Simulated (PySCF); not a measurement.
Ti(F)3(OH) (F₃HOTi), SMILES [Ti]([OH])([F])([F])[F], multiplicity 1.

Coordinates come from a PBE0-D3(BJ)/def2-SVP optimisation. The geometry has at least one imaginary mode, so it is a saddle point at that level. The multiplicity is an assumed one; other spin states were not compared. One conformer was computed; it need not be the lowest.

Two levels are set side by side: PBE/def2-TZVP (PySCF) and HF/def2-TZVP (PySCF). Same geometry, gas phase. Differences are taken from unrounded values.

| quantity | PBE |
|---|---|
| orbital gap (eV) | 5.68 |
| highest occupied level (eV) | -8.83 |
| lowest empty level (eV) | -3.15 |
| dipole moment (D) | 2.79 |
| mean polarisability (bohr³) | 35.9 |

These are the PBE values. What does HF give? (An estimate is asked for; the answer gives what the named calculation found.)


```csv
quantity,HF,PBE minus HF
orbital gap (eV),16.93,-11.25
highest occupied level (eV),-15.21,6.38
lowest empty level (eV),1.71,-4.87
dipole moment (D),3.00,-0.21
mean polarisability (bohr³),27.5,8.4
```

PBE's occupied levels lie high since its potential decays too fast outside the molecule; exact exchange lowers them and widens the gap. PBE's more diffuse valence density responds more strongly to a field. Differences between two approximate levels are no errors against the true value.

Rough cost on one machine, each run with all the roots and properties that it gave: HF against PBE about 1/2.
